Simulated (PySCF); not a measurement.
**Electronic structure of H (hydrogen, neutral) at the LDA level**

Configuration: 2p1, 2P determinant (an excited configuration). All numbers are calculated (PySCF 2.14, the spin-free X2C one-electron Hamiltonian (Gaussian nucleus), in aug-cc-pVDZ-DK).

```json
{
  "Total energy": "-0.0575 hartree",
  "One-electron energy": "-0.0478 hartree",
  "Hartree (Coulomb) energy": "0.1742 hartree",
  "Exchange-correlation energy": "-0.1839 hartree",
  "⟨S²⟩": "0.7500",
  "⟨L²⟩": "2.000",
  "Sum of ⟨r⟩": "2.810 bohr",
  "Sum of ⟨r²⟩": "8.749 bohr²",
  "Traceless quadrupole moment −½Σ⟨3z² − r²⟩ along its main axis": "-3.50 e·bohr²",
  "Langevin diamagnetic susceptibility": "-6.93 ×10⁻⁶ cm³/mol"
}
```

| shell | electrons | mean orbital energy (hartree) | rms radius, mean of both spins (bohr) |
| --- | --- | --- | --- |
| 2p α | 1 | 0.05853 | 2.96 |

For one electron the Hartree and exchange-correlation energies should cancel; what remains is the self-interaction error. The outer electron is Rydberg-like, and this basis confines it to a smaller radius and binds it less than a complete one would. At LDA the highest occupied level has a positive energy, so only the finite basis holds that electron; for this excited configuration the basis is too tight for the outer shell.
